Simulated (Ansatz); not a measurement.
Cost and result up the ladder for the cluster Be3O3 (the lowest singlet isomer of a short search) (6 atoms). Charge 0, multiplicity 1. Geometry: r2SCAN-D4/def2-SVP.

Cartesian coordinates in Å:
```
Be 0.987 -0.751 -0.353
Be 0.141 0.835 0.973
Be -1.128 -0.084 -0.620
O -1.227 0.934 0.439
O -0.175 -1.038 -1.210
O 1.402 0.104 0.771
```

Ansatz on 4 threads of Intel Xeon Platinum 8488C on a shared host. Times are rough, and most runs start from the orbitals of an earlier one. PBE0-D4/def2-TZVPD serves as the yardstick here, not as an exact answer. Differences are given only for rows in sets of like size (and for xTB, whose basis is part of the method), since another set adds its own error. Binding counts from free atoms at the same level (Be singlet, O triplet; other spins of the atoms weren't run), without zero-point energy or a counterpoise term.

LC-ωPBE has ω = 0.4 bohr⁻¹. B3LYP takes the VWN-RPA correlation. Correlated methods freeze 3 core orbitals. The structure comes from a short search, and lower isomers may exist.

Correlated methods converge slowly with the basis.

```json
{"level": "HF/STO-3G", "functions": "30", "wall time": "0.15 s"}
{"level": "HF/6-31G", "functions": "54", "wall time": "0.2 s"}
{"level": "PBE-D4/def2-SVP", "functions": "69", "wall time": "0.4 s"}
{"level": "B3LYP-D4/6-31G", "functions": "54", "wall time": "0.45 s"}
{"level": "LDA (SPW92)/def2-TZVP", "functions": "150", "wall time": "0.6 s"}
{"level": "PBE-D4/def2-TZVP", "functions": "150", "wall time": "0.75 s"}
{"level": "revPBE-D4/def2-TZVP", "functions": "150", "wall time": "0.9 s"}
{"level": "BLYP-D4/def2-TZVP", "functions": "150", "wall time": "1 s"}
{"level": "LC-ωPBE/def2-TZVP", "functions": "150", "wall time": "1.1 s"}
{"level": "PBE-D4/def2-TZVPD", "functions": "186", "wall time": "1.1 s"}
{"level": "r2SCAN-D4/def2-TZVP (with forces)", "functions": "150", "wall time": "1.3 s"}
{"level": "PBE0-D4/def2-TZVPD", "functions": "186", "wall time": "1.4 s"}
{"level": "r2SCAN-D4/def2-TZVPD", "functions": "186", "wall time": "1.9 s"}
{"level": "CCSD(T)/def2-TZVPP", "functions": "150", "wall time": "16 s"}
```

(1) Estimate what each level gives for the binding energy per atom (eV).

Results:

(1) 
| level | binding energy per atom (eV) | difference from PBE0-D4/def2-TZVPD (eV) |
| --- | --- | --- |
| HF/STO-3G | 3.33 | – |
| HF/6-31G | 3.09 | – |
| PBE-D4/def2-SVP | 4.90 | – |
| B3LYP-D4/6-31G | 4.54 | – |
| LDA (SPW92)/def2-TZVP | 5.54 | 0.79 |
| PBE-D4/def2-TZVP | 4.93 | 0.18 |
| revPBE-D4/def2-TZVP | 4.74 | -0.01 |
| BLYP-D4/def2-TZVP | 4.86 | 0.11 |
| LC-ωPBE/def2-TZVP | 4.79 | 0.05 |
| PBE-D4/def2-TZVPD | 4.94 | 0.20 |
| r2SCAN-D4/def2-TZVP (with forces) | 4.87 | 0.12 |
| PBE0-D4/def2-TZVPD | 4.75 | 0.00 |
| r2SCAN-D4/def2-TZVPD | 4.88 | 0.13 |
| CCSD(T)/def2-TZVPP | 4.44 | -0.30 |
